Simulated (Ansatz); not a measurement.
Cost and result for the atomization energy of `C1CCCNCC1` (20 atoms, 20 bonds).

| atom | x (Å) | y (Å) | z (Å) |
| --- | --- | --- | --- |
| C1 | -1.284 | -0.553 | 0.631 |
| C2 | -1.215 | 0.969 | 0.544 |
| C3 | 0.180 | 1.573 | 0.619 |
| C4 | 1.206 | 0.958 | -0.323 |
| N5 | 1.527 | -0.405 | 0.062 |
| C6 | 0.793 | -1.465 | -0.601 |
| C7 | -0.717 | -1.243 | -0.608 |
| H8 | -2.335 | -0.839 | 0.738 |
| H9 | -0.768 | -0.906 | 1.530 |
| H10 | -1.824 | 1.405 | 1.344 |
| H11 | -1.691 | 1.275 | -0.397 |
| H12 | 0.572 | 1.460 | 1.635 |
| H13 | 0.110 | 2.649 | 0.421 |
| H14 | 0.861 | 1.030 | -1.368 |
| H15 | 2.122 | 1.552 | -0.265 |
| H16 | 2.518 | -0.576 | -0.020 |
| H17 | 1.018 | -2.393 | -0.064 |
| H18 | 1.116 | -1.619 | -1.645 |
| H19 | -1.190 | -2.219 | -0.747 |
| H20 | -0.999 | -0.652 | -1.486 |

The species carries charge 0 and has multiplicity 1. The structure was optimised at the PBE0-D4/def2-TZVP level. Program: Ansatz. All runs use 2 threads of an AMD EPYC 7R13 on a shared host and a share of an NVIDIA H100 80 GB. Times are those of one run each, without the atoms' runs, and a repeat can differ threefold. Electronic energies, without spin–orbit coupling; frozen cores. CCSD(T)/CBS adds CCSD(T) − MP2 in def2-TZVPP to the MP2 limit, and its time is that of the two runs behind it. T1 = 0.009. HSE06 is the plane-wave form, built on full-range PBE exchange.

CCSD(T)/CBS is a level of theory with its own doubt, some kJ/mol a heavy atom from the limit and from the frozen cores, so smaller differences don't rank the functionals.

```json
{"level": "r2SCANh-D4/def2-TZVPP", "functions": "399", "wall time": "2.8 s"}
{"level": "BLYP-D4/def2-TZVPP", "functions": "399", "wall time": "3.2 s"}
{"level": "r2SCAN-D4/def2-TZVPP (with forces)", "functions": "399", "wall time": "3.2 s"}
{"level": "revPBE-D4/def2-TZVPP", "functions": "399", "wall time": "3.3 s"}
{"level": "B97M-V/def2-TZVPP", "functions": "399", "wall time": "3.5 s"}
{"level": "CCSD(T)/def2-SVP", "functions": "163", "wall time": "4.5 s"}
{"level": "PBE-QIDH/def2-TZVPP", "functions": "399", "wall time": "5 s"}
{"level": "BHLYP-D4/def2-TZVPP", "functions": "399", "wall time": "5.5 s"}
{"level": "HSE06-D4/def2-TZVPP", "functions": "399", "wall time": "5.5 s"}
{"level": "CAM-B3LYP-D4/def2-TZVPP", "functions": "399", "wall time": "5.5 s"}
{"level": "MP2/def2-QZVPP", "functions": "789", "wall time": "7 s"}
{"level": "CCSD(T)/def2-TZVPP", "functions": "399", "wall time": "13 s"}
{"level": "CCSD(T)/CBS(def2)", "functions": "–", "wall time": "20 s"}
```

Task: What atomization energy does each give, and how far from CCSD(T)/CBS? (Estimate.)

Result: The calculation gave: 
```csv
level,atomization (kcal/mol),difference from CCSD(T)/CBS,per bond
r2SCANh-D4/def2-TZVPP,1915.0,-4.1,-0.2
BLYP-D4/def2-TZVPP,1913.6,-5.5,-0.3
r2SCAN-D4/def2-TZVPP (with forces),1922.2,3.1,0.2
revPBE-D4/def2-TZVPP,1921.3,2.2,0.1
B97M-V/def2-TZVPP,1921.4,2.3,0.1
CCSD(T)/def2-SVP,1845.8,-73.3,-3.7
PBE-QIDH/def2-TZVPP,1920.6,1.5,0.1
BHLYP-D4/def2-TZVPP,1877.2,-41.9,-2.1
HSE06-D4/def2-TZVPP,1939.7,20.6,1.0
CAM-B3LYP-D4/def2-TZVPP,1932.0,12.9,0.6
MP2/def2-QZVPP,1923.0,3.9,0.2
CCSD(T)/def2-TZVPP,1876.1,-43.0,-2.1
CCSD(T)/CBS(def2),1919.1,0.0,0.0
```

Leaving LDA and LC-ωPBE aside and taking each functional with its dispersion term where it has one, the values, not all of them listed here, spread over 85.8 kcal/mol, from BHLYP-D4 to PBE-D4. LDA lies +242.2 kcal/mol from PBE without D4, its usual overbinding. At CCSD(T), def2-SVP lies −73.2 kcal/mol from the extrapolated value and def2-TZVPP −43.0 kcal/mol: correlation converges slowly with the basis, and small sets miss more of it in the bonded molecule than in its fragments. In def2-TZVPP, CCSD(T) changes the Hartree–Fock value by +454.3 kcal/mol (the triples alone add +24.8 kcal/mol) and MP2 by +475.9 kcal/mol; breaking electron pairs costs correlation energy, which Hartree–Fock lacks.
